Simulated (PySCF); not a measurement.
H6Te, SMILES [TeH6]. Coordinates come from a PBE-D3(BJ)/def2-TZVP optimisation. The def2 effective core potentials stand for the cores of Te; spin–orbit coupling is left out.

Q: Give the equilibrium geometry at PBE-D3(BJ)/def2-TZVP (PySCF confirms it by a frequency run) as Cartesian coordinates in Å, and its point group. (Estimate from the structure and the level; the computed values follow.)

A: point group Oh.
```xyz
7

Te     0.0000     0.0000     0.0000
H      0.0000     1.7542     0.0000
H      0.0000    -1.7542     0.0000
H     -1.7542     0.0000     0.0000
H      1.7542     0.0000     0.0000
H      0.0000     0.0000     1.7542
H      0.0000     0.0000    -1.7542
```
